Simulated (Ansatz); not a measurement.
Born–Oppenheimer molecular dynamics of a periodic cell of 15 atoms, H₂CS₂ (contents 3 H2 + 3 CS2, density as packed 1.25 g/cm³ with natural masses). It goes on from the last frame of an earlier run, with new velocities.

Method: DFT r2SCAN-D3(BJ), scalar-relativistic, plane waves, PAW in Ansatz 0.2.0. Settings: accuracy low, cutoff 500 eV, k mesh 1x1x1, fermi-dirac smearing 0.02 eV, no spin polarisation.

* ensemble: NVT, Langevin thermostat
* time step: 0.5 fs
* steps asked: 130
* set temperature: 700 K
* friction: 0.005 /fs
* seed: 481349

First frame:

```xyz
15
Lattice="6.7824 0.0000 0.0000 0.0000 6.7824 0.0000 0.0000 0.0000 6.7824" Properties=species:S:1:pos:R:3
H 1.401 5.715 3.683
H 1.655 6.075 4.277
H 3.791 5.776 3.455
H 3.764 5.874 2.672
H 6.755 1.654 1.743
H 6.130 1.203 1.615
S 3.738 3.572 5.536
C 2.348 3.055 5.077
S 0.953 2.473 4.708
S 6.343 4.930 1.527
C 6.135 5.744 0.192
S 5.807 6.266 -1.233
S 3.584 2.107 2.120
C 2.878 0.973 1.294
S 2.304 -0.277 0.507
```

Q: What does the run give?

A: The run went to its last step.

```yaml
steps_done: 130
time_covered: 65 fs
mean_temperature_over_the_second_half: 543 K
spread_of_the_potential_energy_over_the_second_half: 5.5 meV per atom
mean_potential_energy_of_the_second_half_above_the_start: 33.2 meV per atom
```

The mean temperature of the second half is 22 % below the set value. A run of 0.065 ps of so small a system gives no equilibrium averages. Limits of this set-up: coarse k mesh, low accuracy level.

Q: What happens to the structure?

A: Mean squared displacements from the first frame to the last, about the centre of mass: H 2.00 Å², S 0.12 Å², C 0.02 Å². This is one draw of velocities; another would differ in detail.

Q: How do temperature and energy run in time?

A: 
```
time (fs)  T (K)  potential energy less start (eV)
      0.0    653                             0.000
      5.0    709                             0.088
     10.0    699                             0.156
     15.0    533                             0.326
     20.0    582                             0.333
     25.0    672                             0.469
     30.0    688                             0.439
     35.0    537                             0.559
     40.0    608                             0.462
     45.0    506                             0.574
     50.0    475                             0.632
     55.0    530                             0.451
     60.0    570                             0.411
     65.0    607                             0.349
```

Time of the run: 22 min on 1 thread of Arm Neoverse V1, on a shared host, peak memory 0.6 GiB.
